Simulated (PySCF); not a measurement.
Vertical excitation energies

Compound: C6H6F (charge +1).
SMILES: `C#C/C(F)=C/[CH+]C`

Method: TDDFT wB97X-D/def2-SVPD, vertical, gas phase, core orbitals frozen in the response (PySCF 2.14.0, density-fitted response routines). The structure is a single GFN2-xTB conformer in the gas phase; no vibrational or solvent corrections. Torsions of this conformer, `[CH:1]#[C:2]/[C:3]([F:4])=[CH:5]/[CH+:6][CH3:7]`: C3–C5–C6–C7 180°.

```tsv
state	E (eV)	E (hartree)	f	symmetry	main configurations (H = HOMO, L = LUMO)
S1	3.64	0.1336	0.0000	–	H-1→L (95%)
S2	4.28	0.1574	0.659	A′	H→L (95%)
S3	5.63	0.2067	0.0013	–	H-3→L (85%), H-4→L (9%)
S4	5.68	0.2087	0.074	A′	H-2→L (88%), H-1→L+2 (9%)
S5	6.11	0.2244	0.0006	–	H-4→L (83%)
S6	6.75	0.2479	0.0001	–	H→L+2 (80%), H-2→L+2 (16%)
S7	7.25	0.2665	0.0022	A″	H-6→L (84%)
S8	7.48	0.2749	0.0001	–	H-7→L (87%)
```

Triplets (Tamm–Dancoff): T1 2.35 eV, H→L (96%); T2 3.41 eV, H-1→L (94%); T3 3.97 eV, H-2→L (87%).

The lowest singlet lies at 3.64 eV (341 nm, ultraviolet) and is dark (f under 0.0005); its leading configuration is HOMO-1→LUMO (95%). The strongest level in the table is S2 at 4.28 eV (289 nm, f = 0.659). Löwdin shares by element: HOMO carbon 76% or more (atoms not listed hold the other 24%); LUMO carbon 73% or more (atoms not listed hold the other 27%). Weighted by f, the mean energy of these states is 4.44 eV. The oscillator strengths of these states sum to 0.737; summed over the whole spectrum of an exact calculation they would give the number of electrons, 50 (Thomas–Reiche–Kuhn). The listed states span 3.84 eV, and the widest gap between neighbours is 1.34 eV (S2 to S3). No computed singlet lies in the visible range (380 to 750 nm); the lowest, at 341 nm, stands 0.37 eV above its violet end (3.26 eV); a Tamm–Dancoff triplet lies at 528 nm, without intensity as long as spin–orbit coupling is left out. Symmetry labels in Cs follow from the direction of the transition dipole and are given only for states with f of 0.002 or more. The window holds the lowest 8 singlets.
